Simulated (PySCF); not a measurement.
**LaP: one state, many levels of theory**

State: singlet, about 0.1 electrons in the 4f shell (Mulliken). Set-up: basis La x2c-SVPall, P x2c-SVPall; spin-free X2C with a Gaussian nucleus; PySCF 2.14. De refers to La (5d1 6s2) + P in their high-spin ground configurations, without counterpoise correction. A positive dipole means La(−)P(+).

```json
{"Level": "RHF", "Re (Å)": "2.375", "ωe (cm⁻¹)": "466", "De (eV)": "n/a", "μ (D)": "-9.87"}
{"Level": "RHF-MP2", "Re (Å)": "2.424", "ωe (cm⁻¹)": "406", "De (eV)": "n/a", "μ (D)": "n/a"}
{"Level": "RHF-SCS-MP2", "Re (Å)": "2.427", "ωe (cm⁻¹)": "406", "De (eV)": "n/a", "μ (D)": "n/a"}
{"Level": "RHF-CCSD", "Re (Å)": "2.396", "ωe (cm⁻¹)": "436", "De (eV)": "n/a", "μ (D)": "n/a"}
{"Level": "RHF-CCSD(T)", "Re (Å)": "2.425", "ωe (cm⁻¹)": "409", "De (eV)": "n/a", "μ (D)": "n/a"}
{"Level": "PBE", "Re (Å)": "2.398", "ωe (cm⁻¹)": "428", "De (eV)": "n/a", "μ (D)": "-6.62"}
{"Level": "BLYP", "Re (Å)": "2.428", "ωe (cm⁻¹)": "408", "De (eV)": "n/a", "μ (D)": "-6.29"}
{"Level": "r²SCAN", "Re (Å)": "2.386", "ωe (cm⁻¹)": "445", "De (eV)": "n/a", "μ (D)": "-7.23"}
{"Level": "TPSSh", "Re (Å)": "2.388", "ωe (cm⁻¹)": "441", "De (eV)": "n/a", "μ (D)": "-7.32"}
{"Level": "PBE0", "Re (Å)": "2.371", "ωe (cm⁻¹)": "454", "De (eV)": "n/a", "μ (D)": "-7.60"}
{"Level": "ωB97X", "Re (Å)": "2.331", "ωe (cm⁻¹)": "481", "De (eV)": "3.61", "μ (D)": "-8.77"}
```

What does a quarter of exact exchange do here, going from PBE to PBE0?

PBE0 less PBE: -2.7 pm in Re, +6.1 % in ωe. Exact exchange removes part of the self-interaction that spreads semilocal densities, and in most molecules shortens and stiffens the bond and lowers De; so it does here.

What does the step from GGA to meta-GGA do here, going from PBE to r²SCAN?

r²SCAN less PBE: -1.2 pm in Re, +4.0 % in ωe. 

What does the triples do here, going from RHF-CCSD to RHF-CCSD(T)?

RHF-CCSD(T) less RHF-CCSD: +2.9 pm in Re, -6.2 % in ωe. Correlation nearly always deepens the well. The bond lengthens, as in strong covalent bonds, where excitations into antibonding orbitals dominate.

Correlated steps freeze 23 core orbitals. Spin–orbit coupling is left out, which matters for elements this heavy, above all for dissociation energies. The CCSD T1 diagnostic is raised, a sign that a single reference may not be enough here.

The whole job (state search and all levels along the bond) took about 7.3 min on 2 threads of Arm Neoverse V1 (shared host), peak memory 2 GiB.
